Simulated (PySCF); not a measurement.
Isomers of C3H13OPSi2, mass 152.024 u with the commonest isotopes. The calculation used PBE0-D3(BJ)/def2-SVP geometry optimisation, gas phase (PySCF 2.14.0). One conformer each, none proved a minimum here; rigid rotors.

**Question.** Order these by radius of gyration √(Σ m r²/M), smallest first.
A. `[CH3:1][CH2:2][O:3][Si@@:4]([CH3:5])([SiH3:6])[PH2:7]` with C1–C2–O3–Si4 172°, C2–O3–Si4–C5 58°, O3–Si4–P7–H -84° and -178°
B. `[CH3:1][O:2][Si@@:3]([CH3:4])([PH2:5])[SiH2:6][CH3:7]` with C1–O2–Si3–C4 70°, O2–Si3–P5–H 174° and 80°, O2–Si3–Si6–C7 -172°
C. `[CH3:1][CH:2]([CH3:3])[Si@@H:4]([PH2:5])[O:6][SiH3:7]` with C1–C2–Si4–P5 -66°, C2–Si4–P5–H 76° and 169°, C2–Si4–O6–Si7 -82°

**Answer.** B (2.194 Å), C (2.223 Å), A (2.273 Å).

**Question.** Order these by dipole moment, largest first.
A. `[CH3:1][CH:2]([CH3:3])[Si@@H:4]([PH2:5])[O:6][SiH3:7]` with C1–C2–Si4–P5 -66°, C2–Si4–P5–H 76° and 169°, C2–Si4–O6–Si7 -82°
B. `[CH3:1][O:2][Si@@:3]([CH3:4])([PH2:5])[SiH2:6][CH3:7]` with C1–O2–Si3–C4 70°, O2–Si3–P5–H 174° and 80°, O2–Si3–Si6–C7 -172°
C. `[CH3:1][CH2:2][O:3][Si@@:4]([CH3:5])([SiH3:6])[PH2:7]` with C1–C2–O3–Si4 172°, C2–O3–Si4–C5 58°, O3–Si4–P7–H -84° and -178°

**Answer.** B (2.04 D), C (1.22 D), A (1.06 D).

**Question.** Order these by out-of-plane moment Σ m c² = (Ia + Ib − Ic)/2, smallest first.
A. `[CH3:1][O:2][Si@@:3]([CH3:4])([PH2:5])[SiH2:6][CH3:7]` with C1–O2–Si3–C4 70°, O2–Si3–P5–H 174° and 80°, O2–Si3–Si6–C7 -172°
B. `[CH3:1][CH:2]([CH3:3])[Si@@H:4]([PH2:5])[O:6][SiH3:7]` with C1–C2–Si4–P5 -66°, C2–Si4–P5–H 76° and 169°, C2–Si4–O6–Si7 -82°
C. `[CH3:1][CH2:2][O:3][Si@@:4]([CH3:5])([SiH3:6])[PH2:7]` with C1–C2–O3–Si4 172°, C2–O3–Si4–C5 58°, O3–Si4–P7–H -84° and -178°

**Answer.** B (73.94 u·Å²), A (103.41 u·Å²), C (115.07 u·Å²).

```tsv
SMILES	point group	Ia (u·Å²)	Ib (u·Å²)	Ic (u·Å²)	κ	μa (D)	μb (D)	μc (D)
CCO[Si@@](C)([SiH3])P	C1	353.62	546.54	670.03	-0.49	0.35	0.16	1.16
CO[Si@@](C)(P)[SiH2]C	C1	375.25	460.17	628.61	0.08	1.15	1.21	1.17
CC(C)[Si@@H](P)O[SiH3]	C1	304.27	521.17	677.57	-0.51	0.15	0.96	0.41
```
